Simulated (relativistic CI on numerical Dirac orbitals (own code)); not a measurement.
**Level scheme of Zn5+**

Calculated at this level of theory: Dirac-Coulomb-Breit CI, orbitals from a KLI potential per configuration, QED by a radiative potential, valence Slater integrals scaled by 0.85, P86 correlation energy added to each configuration (own radial code, finite nucleus).

CI space (outside the closed core [Ne]): 3s2.3p6.3d7, 3s2.3p6.3d6.4s, 3s2.3p6.3d6.4p, 3s2.3p5.3d8, 3s2.3p6.3d6.4d, 3s2.3p6.3d6.5s, 3s2.3p4.3d9, 3s2.3p6.3d6.5p, 3s2.3p6.3d6.4f, 3s.3p6.3d8, 3s2.3p6.3d5.4s2, 3s2.3p6.3d6.5d, 3s2.3p6.3d6.6s, 3s2.3p6.3d6.6p, 3s2.3p6.3d6.5f, 3s2.3p6.3d6.5g, 3s2.3p6.3d5.4s.4p, 3s2.3p6.3d6.6d, 3s2.3p6.3d5.4p2, 3s2.3p6.3d5.4s.4d, 3s2.3p5.3d7.4s, 3p6.3d9, 3s2.3p6.3d5.4p.4d. Levels of other configurations are missing.

The lowest level is 3s2.3p6.3d7 4F_9/2, with 99 % of that term; Hund's rules for 3s2.3p6.3d7 give 4F with J = 9/2, in agreement.

| No. | Configuration | Term | J | E (cm⁻¹) | % | Next component (%) | Lifetime (s) |
| --- | --- | --- | --- | --- | --- | --- | --- |
| 1 | 3s2.3p6.3d7 | 4F | 9/2 | 0 | 99 | 1 2G |  |
| 2 | 3s2.3p6.3d7 | 4F | 7/2 | 2097 | 100 |  | 3.23e+00 |
| 3 | 3s2.3p6.3d7 | 4F | 5/2 | 3544 | 99 |  | 5.75e+00 |
| 4 | 3s2.3p6.3d7 | 4F | 3/2 | 4504 | 99 | 1 2D | 1.76e+01 |
| 5 | 3s2.3p6.3d7 | 4P | 5/2 | 21650 | 98 | 1 2D | 5.09e+00 |
| 6 | 3s2.3p6.3d7 | 4P | 3/2 | 21686 | 81 | 18 2P | 9.10e+00 |
| 7 | 3s2.3p6.3d7 | 4P | 1/2 | 23006 | 93 | 7 2P | 6.79e+00 |
| 8 | 3s2.3p6.3d7 | 2G | 9/2 | 23471 | 96 | 4 2H | 2.61e-01 |
| 9 | 3s2.3p6.3d7 | 2G | 7/2 | 25427 | 99 |  | 4.74e-01 |
| 10 | 3s2.3p6.3d7 | 2P | 3/2 | 27403 | 66 | 17 4P | 3.01e-01 |
| 11 | 3s2.3p6.3d7 | 2P | 1/2 | 29167 | 92 | 7 4P | 7.18e-01 |
| 12 | 3s2.3p6.3d7 | 2D | 5/2 | 30792 | 98 | 1 4P | 1.34e-01 |
| 13 | 3s2.3p6.3d7 | 2H | 11/2 | 32524 | 100 |  | 2.98e+00 |
| 14 | 3s2.3p6.3d7 | 2D | 3/2 | 34119 | 81 | 16 2P | 1.06e-01 |
| 15 | 3s2.3p6.3d7 | 2H | 9/2 | 34384 | 96 | 4 2G | 5.86e-01 |
| 16 | 3s2.3p6.3d7 | 2F | 5/2 | 51676 | 99 | 1 2D | 4.06e-01 |
| 17 | 3s2.3p6.3d7 | 2F | 7/2 | 52460 | 99 |  | 2.73e-01 |
| 18 | 3s2.3p6.3d7 | 2D | 3/2 | 77857 | 99 |  | 4.81e-02 |
| 19 | 3s2.3p6.3d7 | 2D | 5/2 | 79061 | 99 | 1 2F | 3.70e-02 |
| 20 | 3s2.3p6.3d6.4s | 6D | 9/2 | 282496 | 99 |  | 7.86e-03 |
| 21 | 3s2.3p6.3d6.4s | 6D | 7/2 | 283846 | 99 |  | 3.50e-03 |
| 22 | 3s2.3p6.3d6.4s | 6D | 5/2 | 284805 | 99 |  | 3.99e-03 |
| 23 | 3s2.3p6.3d6.4s | 6D | 3/2 | 285458 | 99 | 1 4P | 4.50e-03 |
| 24 | 3s2.3p6.3d6.4s | 6D | 1/2 | 285839 | 99 | 1 4P | 5.03e-03 |
| 25 | 3s2.3p6.3d6.4s | 4D | 7/2 | 294115 | 99 | 1 2F | 7.35e-06 |
| 26 | 3s2.3p6.3d6.4s | 4D | 5/2 | 295668 | 99 |  | 7.33e-06 |
| 27 | 3s2.3p6.3d6.4s | 4D | 3/2 | 296638 | 99 | 1 2P | 7.33e-06 |
| 28 | 3s2.3p6.3d6.4s | 4D | 1/2 | 297194 | 99 | 1 2P | 7.32e-06 |
| 29 | 3s2.3p6.3d6.4s | 4H | 13/2 | 315067 | 99 | 1 2I | 2.61e-05 |
| 30 | 3s2.3p6.3d6.4s | 4H | 11/2 | 315596 | 96 | 3 4G | 2.63e-05 |

Energies count from the lowest computed level; lifetimes are radiative, by E1, M1, E2 decay to levels of this space only.

The mean weight of the leading LS term, summed over parents, in these 30 levels is 96 %, and that of the leading jj configuration (from the same eigenvectors) 58 %, so LS coupling describes them better.

At this charge configurations can still be misplaced by up to about 7 % of their energy. 38 of the 48 excited levels that our extract of the measured tables holds in this range could be paired (the sources list more); they are missed by 2635 cm⁻¹ on average and 8101 at most, and levels without a partner can miss by more.

Landé's interval rule says that E(J) − E(J−1) = AJ with one A. For the ground term the intervals give A = -383.7, -413.4, -466.1 cm⁻¹ for J = 5/2, 7/2, 9/2; the multiplet is inverted.
